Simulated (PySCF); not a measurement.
F₃La (SMILES [F][La]([F])[F]), singlet, at a GFN2-xTB geometry (such geometries of metal compounds can be far from the true shape) (core potentials on La); PBE/def2-SV(P) (PySCF).

PySCF was given this input:
```python
from pyscf import gto, scf, dft

mol = gto.Mole()
mol.atom = '''
    La    0.03101627   -0.05651823   -0.13480663
    F    -1.70864996   -0.89419144    0.33144867
    F    -0.05107305    1.90142145   -0.45924858
    F     1.56328666   -0.64928125    0.98157523
'''
mol.basis = 'def2-sv(p)'
mol.ecp = {'La': 'def2-sv(p)'}
mol.verbose = 4
mol.build()

mf = dft.RKS(mol)
mf.xc = 'pbe'
mf.diis = False
mf.max_cycle = 100
mf.kernel()
```

Problem. What does PySCF print? Leave out banner, timings and long lists.

Solution. 
```
PySCF version 2.14.0

[INPUT] verbose = 4
[INPUT] num. atoms = 4
[INPUT] num. electrons = 38
[INPUT] charge = 0
[INPUT] spin (= nelec alpha-beta = 2S) = 0
[INPUT] symmetry False subgroup None
[INPUT] Mole.unit = angstrom
[INPUT] Symbol           X                Y                Z      unit          X                Y                Z       unit  Magmom
[...]
nuclear repulsion = 117.567265728239
number of shells = 29
number of NR pGTOs = 122
number of NR cGTOs = 67
basis = def2-sv(p)
ecp = {'La': 'def2-sv(p)'}

******** <class 'pyscf.dft.rks.RKS'> ********
method = RKS
initial guess = minao
damping factor = 0
level_shift factor = 0
DIIS disabled
SCF conv_tol = 1e-09
SCF conv_tol_grad = None
SCF max_cycles = 100
direct_scf = True
direct_scf_tol = 1e-13
XC library pyscf.dft.libxc version 7.1.2
    S. Lehtola, C. Steigemann, M. J. T. Oliveira, and M. A. L. Marques,  SoftwareX 7, 1–5 (2018)
XC functionals = pbe
    J. P. Perdew, K. Burke, and M. Ernzerhof,  Phys. Rev. Lett. 77, 3865 (1996)
    J. P. Perdew, K. Burke, and M. Ernzerhof,  Phys. Rev. Lett. 78, 1396 (1997)
    J. P. Perdew, K. Burke, and M. Ernzerhof,  Phys. Rev. Lett. 77, 3865 (1996)
    J. P. Perdew, K. Burke, and M. Ernzerhof,  Phys. Rev. Lett. 78, 1396 (1997)
radial grids:
    Treutler-Ahlrichs [JCP 102, 346 (1995); DOI:10.1063/1.469408] (M4) radial grids

becke partition: Becke, JCP 88, 2547 (1988); DOI:10.1063/1.454033
pruning grids: <function nwchem_prune>
grids dens level: 3
symmetrized grids: False
atomic radii adjust function: <function treutler_atomic_radii_adjust>
small_rho_cutoff = 0
Set gradient conv threshold to 3.16228e-05
Initial guess from minao.
tot grids = 67496
init E= -327.630473920058
[...]
cycle= 1 E= -330.577205511707  delta_E= -2.95  |g|= 1.11  |ddm|= 10.3
[...]
cycle= 2 E= -329.844282800223  delta_E= 0.733  |g|= 2.36  |ddm|= 2.46
[...]
cycle= 3 E= -328.52899788442  delta_E= 1.32  |g|= 3.56  |ddm|= 3.44
[...]
cycle= 4 E= -303.354713988701  delta_E= 25.2  |g|=  7.5  |ddm|= 15.2
[...]
cycle= 5 E= -303.385415146387  delta_E= -0.0307  |g|= 8.55  |ddm|= 19.5
[...]
cycle= 6 E= -274.649090410976  delta_E= 28.7  |g|=  7.7  |ddm|= 42.8
[...]
cycle= 7 E= -288.846693777981  delta_E= -14.2  |g|= 7.98  |ddm|= 43.5
[...]
cycle= 8 E= -272.737068294012  delta_E= 16.1  |g|= 7.32  |ddm|= 54.3
[...]
cycle= 9 E= -287.948739129594  delta_E= -15.2  |g|= 7.84  |ddm|= 54.8
[...]
cycle= 10 E= -274.31800877165  delta_E= 13.6  |g|= 7.44  |ddm|= 58.3
[...]
cycle= 11 E= -287.920474957071  delta_E= -13.6  |g|= 7.92  |ddm|= 58.3
[...]
cycle= 12 E= -275.988903387963  delta_E= 11.9  |g|= 7.68  |ddm|= 60.1
[...]
cycle= 13 E= -286.063265958519  delta_E= -10.1  |g|= 7.96  |ddm|= 59.9
[...]
cycle= 14 E= -279.531311301967  delta_E= 6.53  |g|= 7.71  |ddm|= 59.7
[...]
cycle= 15 E= -286.44568936444  delta_E= -6.91  |g|= 7.88  |ddm|= 59.7
[...]
cycle= 16 E= -280.317088453631  delta_E= 6.13  |g|= 7.66  |ddm|= 59.7
[...]
cycle= 17 E= -286.654329683645  delta_E= -6.34  |g|= 7.86  |ddm|= 59.7
[...]
cycle= 18 E= -280.536380636169  delta_E= 6.12  |g|= 7.61  |ddm|= 59.8
[...]
cycle= 19 E= -286.764293448863  delta_E= -6.23  |g|= 7.84  |ddm|= 59.8
[...]
cycle= 20 E= -280.614869781713  delta_E= 6.15  |g|= 7.58  |ddm|= 59.8
[...]
cycle= 21 E= -286.821487839623  delta_E= -6.21  |g|= 7.84  |ddm|= 59.8
[...]
cycle= 22 E= -280.649885806071  delta_E= 6.17  |g|= 7.57  |ddm|= 59.8
[...]
cycle= 23 E= -286.850163402835  delta_E= -6.2  |g|= 7.83  |ddm|= 59.8
[...]
cycle= 24 E= -280.666693518105  delta_E= 6.18  |g|= 7.56  |ddm|= 59.8
[...]
cycle= 25 E= -286.864186379614  delta_E= -6.2  |g|= 7.83  |ddm|= 59.8
[...]
cycle= 26 E= -280.674819793474  delta_E= 6.19  |g|= 7.56  |ddm|= 59.8
[...]
cycle= 27 E= -286.870954154304  delta_E= -6.2  |g|= 7.83  |ddm|= 59.8
[...]
cycle= 28 E= -280.678729255137  delta_E= 6.19  |g|= 7.56  |ddm|= 59.8
[...]
cycle= 29 E= -286.874198536876  delta_E= -6.2  |g|= 7.83  |ddm|= 59.8
[...]
cycle= 30 E= -280.680601579557  delta_E= 6.19  |g|= 7.55  |ddm|= 59.8
[...]
cycle= 31 E= -286.875748700237  delta_E= -6.2  |g|= 7.83  |ddm|= 59.8
[...]
cycle= 32 E= -280.681495890757  delta_E= 6.19  |g|= 7.55  |ddm|= 59.8
[...]
cycle= 33 E= -286.876488182247  delta_E= -6.19  |g|= 7.83  |ddm|= 59.8
[...]
cycle= 34 E= -280.681922460871  delta_E= 6.19  |g|= 7.55  |ddm|= 59.8
[...]
cycle= 35 E= -286.876840670563  delta_E= -6.19  |g|= 7.83  |ddm|= 59.8
[...]
cycle= 36 E= -280.682125785193  delta_E= 6.19  |g|= 7.55  |ddm|= 59.8
[...]
cycle= 37 E= -286.877008629347  delta_E= -6.19  |g|= 7.83  |ddm|= 59.8
[...]
cycle= 38 E= -280.682222666512  delta_E= 6.19  |g|= 7.55  |ddm|= 59.8
[...]
cycle= 39 E= -286.877088646813  delta_E= -6.19  |g|= 7.83  |ddm|= 59.8
[...]
cycle= 40 E= -280.682268821545  delta_E= 6.19  |g|= 7.55  |ddm|= 59.8
[...]
cycle= 41 E= -286.877126764859  delta_E= -6.19  |g|= 7.83  |ddm|= 59.8
[...]
cycle= 42 E= -280.682290808422  delta_E= 6.19  |g|= 7.55  |ddm|= 59.8
[...]
cycle= 43 E= -286.877144922492  delta_E= -6.19  |g|= 7.83  |ddm|= 59.8
[...]
cycle= 44 E= -280.682301281915  delta_E= 6.19  |g|= 7.55  |ddm|= 59.8
[...]
cycle= 45 E= -286.877153571761  delta_E= -6.19  |g|= 7.83  |ddm|= 59.8
[...]
cycle= 46 E= -280.682306270891  delta_E= 6.19  |g|= 7.55  |ddm|= 59.8
[...]
cycle= 47 E= -286.87715769175  delta_E= -6.19  |g|= 7.83  |ddm|= 59.8
[...]
cycle= 48 E= -280.682308647337  delta_E= 6.19  |g|= 7.55  |ddm|= 59.8
[...]
cycle= 49 E= -286.877159654254  delta_E= -6.19  |g|= 7.83  |ddm|= 59.8
[...]
cycle= 50 E= -280.682309779329  delta_E= 6.19  |g|= 7.55  |ddm|= 59.8
[...]
cycle= 51 E= -286.877160589068  delta_E= -6.19  |g|= 7.83  |ddm|= 59.8
[...]
cycle= 52 E= -280.682310318531  delta_E= 6.19  |g|= 7.55  |ddm|= 59.8
[...]
cycle= 53 E= -286.877161034351  delta_E= -6.19  |g|= 7.83  |ddm|= 59.8
[...]
cycle= 54 E= -280.682310575372  delta_E= 6.19  |g|= 7.55  |ddm|= 59.8
[...]
cycle= 55 E= -286.877161246455  delta_E= -6.19  |g|= 7.83  |ddm|= 59.8
[...]
cycle= 56 E= -280.682310697725  delta_E= 6.19  |g|= 7.55  |ddm|= 59.8
[...]
cycle= 57 E= -286.877161347487  delta_E= -6.19  |g|= 7.83  |ddm|= 59.8
[...]
cycle= 58 E= -280.682310755999  delta_E= 6.19  |g|= 7.55  |ddm|= 59.8
[...]
cycle= 59 E= -286.877161395613  delta_E= -6.19  |g|= 7.83  |ddm|= 59.8
[...]
cycle= 60 E= -280.682310783763  delta_E= 6.19  |g|= 7.55  |ddm|= 59.8
[...]
cycle= 61 E= -286.877161418538  delta_E= -6.19  |g|= 7.83  |ddm|= 59.8
[...]
cycle= 62 E= -280.682310796985  delta_E= 6.19  |g|= 7.55  |ddm|= 59.8
[...]
cycle= 63 E= -286.877161429458  delta_E= -6.19  |g|= 7.83  |ddm|= 59.8
[...]
cycle= 64 E= -280.682310803283  delta_E= 6.19  |g|= 7.55  |ddm|= 59.8
[...]
cycle= 65 E= -286.877161434659  delta_E= -6.19  |g|= 7.83  |ddm|= 59.8
[...]
cycle= 66 E= -280.682310806279  delta_E= 6.19  |g|= 7.55  |ddm|= 59.8
[...]
cycle= 67 E= -286.877161437136  delta_E= -6.19  |g|= 7.83  |ddm|= 59.8
[...]
cycle= 68 E= -280.682310807704  delta_E= 6.19  |g|= 7.55  |ddm|= 59.8
[...]
cycle= 69 E= -286.877161438317  delta_E= -6.19  |g|= 7.83  |ddm|= 59.8
[...]
cycle= 70 E= -280.68231080839  delta_E= 6.19  |g|= 7.55  |ddm|= 59.8
[...]
cycle= 71 E= -286.87716143888  delta_E= -6.19  |g|= 7.83  |ddm|= 59.8
[...]
cycle= 72 E= -280.682310808715  delta_E= 6.19  |g|= 7.55  |ddm|= 59.8
[...]
cycle= 73 E= -286.877161439148  delta_E= -6.19  |g|= 7.83  |ddm|= 59.8
[...]
cycle= 74 E= -280.682310808871  delta_E= 6.19  |g|= 7.55  |ddm|= 59.8
[...]
cycle= 75 E= -286.877161439276  delta_E= -6.19  |g|= 7.83  |ddm|= 59.8
[...]
cycle= 76 E= -280.682310808944  delta_E= 6.19  |g|= 7.55  |ddm|= 59.8
[...]
cycle= 77 E= -286.877161439335  delta_E= -6.19  |g|= 7.83  |ddm|= 59.8
[...]
cycle= 78 E= -280.682310808972  delta_E= 6.19  |g|= 7.55  |ddm|= 59.8
[...]
cycle= 79 E= -286.877161439363  delta_E= -6.19  |g|= 7.83  |ddm|= 59.8
[...]
cycle= 80 E= -280.682310808994  delta_E= 6.19  |g|= 7.55  |ddm|= 59.8
[...]
cycle= 81 E= -286.877161439378  delta_E= -6.19  |g|= 7.83  |ddm|= 59.8
[...]
cycle= 82 E= -280.682310809  delta_E= 6.19  |g|= 7.55  |ddm|= 59.8
[...]
cycle= 83 E= -286.877161439385  delta_E= -6.19  |g|= 7.83  |ddm|= 59.8
[...]
cycle= 84 E= -280.682310809006  delta_E= 6.19  |g|= 7.55  |ddm|= 59.8
[...]
cycle= 85 E= -286.877161439387  delta_E= -6.19  |g|= 7.83  |ddm|= 59.8
[...]
cycle= 86 E= -280.682310809006  delta_E= 6.19  |g|= 7.55  |ddm|= 59.8
[...]
cycle= 87 E= -286.877161439389  delta_E= -6.19  |g|= 7.83  |ddm|= 59.8
[...]
cycle= 88 E= -280.682310809009  delta_E= 6.19  |g|= 7.55  |ddm|= 59.8
[...]
cycle= 89 E= -286.877161439389  delta_E= -6.19  |g|= 7.83  |ddm|= 59.8
[...]
cycle= 90 E= -280.682310809006  delta_E= 6.19  |g|= 7.55  |ddm|= 59.8
[...]
cycle= 91 E= -286.87716143939  delta_E= -6.19  |g|= 7.83  |ddm|= 59.8
[...]
cycle= 92 E= -280.682310809011  delta_E= 6.19  |g|= 7.55  |ddm|= 59.8
[...]
cycle= 93 E= -286.87716143939  delta_E= -6.19  |g|= 7.83  |ddm|= 59.8
[...]
cycle= 94 E= -280.682310809008  delta_E= 6.19  |g|= 7.55  |ddm|= 59.8
[...]
cycle= 95 E= -286.87716143939  delta_E= -6.19  |g|= 7.83  |ddm|= 59.8
[...]
cycle= 96 E= -280.682310809007  delta_E= 6.19  |g|= 7.55  |ddm|= 59.8
[...]
cycle= 97 E= -286.87716143939  delta_E= -6.19  |g|= 7.83  |ddm|= 59.8
[...]
cycle= 98 E= -280.68231080901  delta_E= 6.19  |g|= 7.55  |ddm|= 59.8
[...]
cycle= 99 E= -286.87716143939  delta_E= -6.19  |g|= 7.83  |ddm|= 59.8
[...]
cycle= 100 E= -280.682310809009  delta_E= 6.19  |g|= 7.55  |ddm|= 59.8
SCF not converged.
SCF energy = -280.682310809009
```

Convergence was not reached.
